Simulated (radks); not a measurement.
Results of a calculation; reference values are marked as such.
The chlorine anion Cl-, [Ar], held by a Watson sphere: a shell of charge +1 at radius R that stands for the Madelung well of a crystal (potential energy -1/R inside, -1/r outside, in hartree with lengths in bohr). Code: a radial shooting solver on a logarithmic mesh with Libxc functionals. Model: non-relativistic Kohn-Sham, LDA (Slater exchange, VWN5 correlation), spin-polarised, spherical densities, point nucleus. Response by self-consistent Sternheimer equations with the Hartree and adiabatic LDA kernel. The sphere does not respond.

R (bohr),e(2p) (eV),e(3s) (eV),e(3p) (eV),<r> 3p (bohr),sum of <r^2> (bohr^2),X-ray form factor at sin(theta)/lambda = 0.1 1/angstrom,alpha (bohr^3)
1.87,-189.69,-21.014,-9.351,1.855,32.19,15.948,16.90
1.99,-189.63,-20.770,-9.177,1.871,32.69,15.923,17.60
2.24,-189.50,-20.270,-8.790,1.901,33.67,15.874,19.16
2.52,-189.30,-19.738,-8.340,1.930,34.66,15.827,21.05
3.21,-188.62,-18.576,-7.261,1.984,36.60,15.744,25.95
4.29,-187.46,-17.163,-5.863,2.030,38.46,15.678,33.15
4.36,-187.39,-17.087,-5.786,2.032,38.54,15.676,33.57
4.39,-187.36,-17.054,-5.753,2.033,38.57,15.675,33.74
4.45,-187.30,-16.990,-5.689,2.034,38.64,15.673,34.09
